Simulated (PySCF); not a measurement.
Isomers of C7H15OP, mass 146.086 u with the commonest isotopes. The calculation used PBE0/pcSseg-1 in PySCF (dipole) on a GFN2-xTB geometry, gas phase. One conformer each, none proved a minimum here; rigid rotors.

Problem. Order these by rotational constant A, largest first.
A. `[CH3:1][CH2:2][CH2:3][P@@:4]1(=[O:5])[CH2:6][CH2:7][C@H:8]1[CH3:9]` with C1–C2–C3–P4 -62°, C2–C3–P4–O5 -43°, C3–P4–C6–C7 90°, P4–C6–C7–C8 18°, C6–C7–C8–C9 -144°, C3–P4–C8–C7 -93°
B. `[CH2:1]=[CH:2][CH2:3][P:4]([CH2:5][OH:6])[CH:7]([CH3:8])[CH3:9]` with C1–C2–C3–P4 101°, C2–C3–P4–C5 74°, C3–P4–C5–O6 -69°, P4–C5–O6–H -58°, C3–P4–C7–C8 74°
C. `[CH3:1]/[CH:2]=[CH:3]/[P@@:4]([CH3:5])(=[O:6])[CH:7]([CH3:8])[CH3:9]` with C2–C3–P4–C5 -126°, C3–P4–C7–C8 175°

Solution. A (2137 MHz), C (2077 MHz), B (1823 MHz).

Problem. Order these by dipole moment, largest first.
A. `[CH2:1]=[CH:2][CH2:3][P:4]([CH2:5][OH:6])[CH:7]([CH3:8])[CH3:9]` with C1–C2–C3–P4 101°, C2–C3–P4–C5 74°, C3–P4–C5–O6 -69°, P4–C5–O6–H -58°, C3–P4–C7–C8 74°
B. `[CH3:1][CH2:2][CH2:3][P@@:4]1(=[O:5])[CH2:6][CH2:7][C@H:8]1[CH3:9]` with C1–C2–C3–P4 -62°, C2–C3–P4–O5 -43°, C3–P4–C6–C7 90°, P4–C6–C7–C8 18°, C6–C7–C8–C9 -144°, C3–P4–C8–C7 -93°
C. `[CH3:1]/[CH:2]=[CH:3]/[P@@:4]([CH3:5])(=[O:6])[CH:7]([CH3:8])[CH3:9]` with C2–C3–P4–C5 -126°, C3–P4–C7–C8 175°

Solution. B (3.80 D), C (3.60 D), A (1.64 D).

Problem. Order these by out-of-plane moment Σ m c² = (Ia + Ib − Ic)/2, largest first.
A. `[CH3:1]/[CH:2]=[CH:3]/[P@@:4]([CH3:5])(=[O:6])[CH:7]([CH3:8])[CH3:9]` with C2–C3–P4–C5 -126°, C3–P4–C7–C8 175°
B. `[CH2:1]=[CH:2][CH2:3][P:4]([CH2:5][OH:6])[CH:7]([CH3:8])[CH3:9]` with C1–C2–C3–P4 101°, C2–C3–P4–C5 74°, C3–P4–C5–O6 -69°, P4–C5–O6–H -58°, C3–P4–C7–C8 74°
C. `[CH3:1][CH2:2][CH2:3][P@@:4]1(=[O:5])[CH2:6][CH2:7][C@H:8]1[CH3:9]` with C1–C2–C3–P4 -62°, C2–C3–P4–O5 -43°, C3–P4–C6–C7 90°, P4–C6–C7–C8 18°, C6–C7–C8–C9 -144°, C3–P4–C8–C7 -93°

Solution. C (104.49 u·Å²), A (70.74 u·Å²), B (30.34 u·Å²).

| SMILES | point group | Ia (u·Å²) | Ib (u·Å²) | Ic (u·Å²) | κ | μa (D) | μb (D) | μc (D) |
| --- | --- | --- | --- | --- | --- | --- | --- | --- |
| CCC[P@@]1(=O)CC[C@H]1C | C1 | 236.48 | 520.63 | 548.13 | -0.92 | 1.08 | 0.14 | 3.64 |
| C=CCP(CO)C(C)C | C1 | 277.16 | 549.03 | 765.52 | -0.55 | 1.62 | 0.15 | 0.15 |
| C/C=C/[P@@](C)(=O)C(C)C | C1 | 243.38 | 570.03 | 671.93 | -0.80 | 0.78 | 0.54 | 3.48 |
